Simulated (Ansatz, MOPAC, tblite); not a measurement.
Energy landscape of H3 (cation, charge +1), singlet: symmetric bend, bond length relaxed. Scanned: H-H-H angle. Other coordinates (H-H bond length) were minimised at PBE0/def2-TZVP. Each profile is relative to its own lowest point.

```
a / °       A      B      C
------  -----  -----  -----
180     1.608  0.000  1.695
171.33  1.600  0.007  1.684
158.79  1.562  0.043  1.630
150.53  1.517  0.077  1.569
139.45  1.429  0.131  1.455
131.75  1.347  0.169  1.353
120.38  1.189  0.217  1.168
112.04  1.043  0.240  1.008
100.83  0.809  0.255  0.764
89.97   0.548  0.244  0.508
77.94   0.256  0.207  0.232
70      0.096  0.177  0.085
60      0.000  0.153  0.000
```

Energies in eV.

Which curve belongs to which method? The methods are GFN2-xTB, 300 K electronic temperature (tblite 0.5.0); MOPAC with PM6, restricted, heats of formation; restricted B3LYP/aug-cc-pVQZ (Ansatz, a program for electronic structure).

A is PM6; B is GFN2-xTB; C is RKS-B3LYP/aug-cc-pVQZ.
